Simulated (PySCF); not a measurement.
1-butanol (C4H10O), SMILES CCCCO.

The structure is a stationary point at TPSSh-D3(BJ)/def2-SVP. Other conformers were not sampled.

Computed with TPSSh-D3(BJ)/def2-SVP (PySCF).

Harmonic, unscaled wavenumbers; measured fundamentals usually lie a few per cent lower.

Computed normal modes with their intensities:
| mode | ν (cm⁻¹) | IR (km/mol) | Raman (Å⁴/amu) | depolarisation | moving atoms (share of kinetic energy) |
|---|---|---|---|---|---|
| 1 | 113 | 2.1 | 0.0 | – | C 54 %, H 44 % |
| 2 | 116 | 4.0 | 0.1 | 0.75 | H 42 %, C 35 %, O 23 % |
| 3 | 180 | 2.3 | 0.0 | – | C 51 %, H 28 %, O 22 % |
| 4 | 254 | 1.1 | 0.0 | – | H 89 %, C 11 % |
| 5 | 282 | 113.1 | 5.0 | 0.75 | H 92 % |
| 6 | 391 | 0.1 | 2.5 | 0.20 | C 65 %, H 28 % |
| 7 | 435 | 12.0 | 1.1 | 0.45 | C 42 %, O 37 %, H 21 % |
| 8 | 745 | 2.1 | 0.1 | 0.75 | H 94 % |
| 9 | 810 | 1.4 | 0.1 | 0.75 | H 89 %, C 11 % |
| 10 | 907 | 11.4 | 7.0 | 0.28 | H 55 %, C 44 % |
| 11 | 946 | 0.1 | 0.0 | – | H 88 %, C 12 % |
| 12 | 1014 | 1.0 | 1.3 | 0.58 | C 71 %, H 26 % |
| 13 | 1069 | 33.0 | 7.4 | 0.50 | C 49 %, H 45 % |
| 14 | 1086 | 60.1 | 1.3 | 0.74 | C 52 %, O 25 %, H 24 % |
| 15 | 1120 | 8.5 | 7.9 | 0.42 | C 50 %, H 42 %, O 9 % |
| 16 | 1186 | 2.1 | 1.6 | 0.75 | H 58 %, C 40 % |
| 17 | 1237 | 46.3 | 5.6 | 0.75 | H 75 %, C 23 % |
| 18 | 1242 | 0.1 | 2.5 | 0.75 | H 75 %, C 24 % |
| 19 | 1302 | 19.3 | 0.7 | 0.74 | H 73 %, C 24 % |
| 20 | 1308 | 0.7 | 12.5 | 0.75 | H 89 %, C 11 % |
| 21 | 1316 | 0.2 | 12.7 | 0.75 | H 92 %, C 8 % |
| 22 | 1388 | 3.7 | 0.1 | 0.41 | H 64 %, C 35 % |
| 23 | 1411 | 0.8 | 2.4 | 0.74 | H 74 %, C 26 % |
| 24 | 1460 | 9.6 | 2.7 | 0.54 | H 63 %, C 34 % |
| 25 | 1482 | 0.1 | 31.9 | 0.75 | H 94 % |
| 26 | 1491 | 5.7 | 16.4 | 0.75 | H 97 % |
| 27 | 1491 | 0.7 | 0.6 | 0.74 | H 92 % |
| 28 | 1502 | 3.5 | 9.6 | 0.75 | H 92 % |
| 29 | 1524 | 3.7 | 7.8 | 0.69 | H 92 % |
| 30 | 2952 | 66.8 | 110.6 | 0.07 | H 95 % |
| 31 | 2985 | 66.4 | 92.9 | 0.75 | H 90 %, C 10 % |
| 32 | 3015 | 31.6 | 125.0 | 0.10 | H 95 % |
| 33 | 3026 | 21.5 | 107.9 | 0.00 | H 97 % |
| 34 | 3031 | 47.5 | 111.5 | 0.03 | H 95 % |
| 35 | 3050 | 6.9 | 143.5 | 0.75 | H 91 %, C 9 % |
| 36 | 3082 | 43.0 | 7.0 | 0.75 | H 90 %, C 10 % |
| 37 | 3108 | 54.1 | 45.3 | 0.75 | H 91 %, C 9 % |
| 38 | 3113 | 35.4 | 91.2 | 0.67 | H 91 %, C 9 % |
| 39 | 3793 | 22.2 | 155.9 | 0.30 | H 94 % |
